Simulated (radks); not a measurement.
Ionisation of neutral iodine, [Kr] 4d10 5s2 5p5, to [Kr] 4d10 5s2 5p4 as the strength of local exchange is varied. Method: Dirac Kohn-Sham, Slater X-alpha exchange (alpha = 2/3 is LDA exchange), no correlation, spin-unpolarised, spherical densities, finite nucleus; open shells are shared between the two j in proportion to 2j + 1; Fermi nuclear charge, rms radius 4.75 fm; computed with a radial shooting solver on a logarithmic mesh with Libxc functionals.

alpha  E(I) (hartree)  exchange (hartree)  IE (eV)  -e of the level emptied (eV)  <r> of it (bohr)
0.667     -7107.99752          -170.65876   10.128                 5.789 (5p3/2)             2.548
0.858     -7157.02828          -220.97815   12.147                 7.578 (5p3/2)             2.429
0.912     -7170.94889          -235.32108   12.747                 8.116 (5p3/2)             2.399
0.962     -7183.86130          -248.64730   13.313                 8.627 (5p3/2)             2.371
x         -7079.90652          -141.97105    9.039                 4.844 (5p3/2)             2.626

Which alpha was used in the last row?

Answer. alpha = 0.557. NIST Atomic Spectra Database: 10.451 eV (measured). The Delta-SCF value meets it near alpha = 0.70. Spin polarisation and multiplet splitting are left out, so open shells lie too high by an amount that depends on their filling. Sharing an open shell by 2j + 1 raises it above the true ground level by a part of the spin-orbit splitting, which enters the differences from NIST.

Beside tabulated values, note that spin-unpolarised runs miss the spin-polarisation part of the exchange energy of open shells.
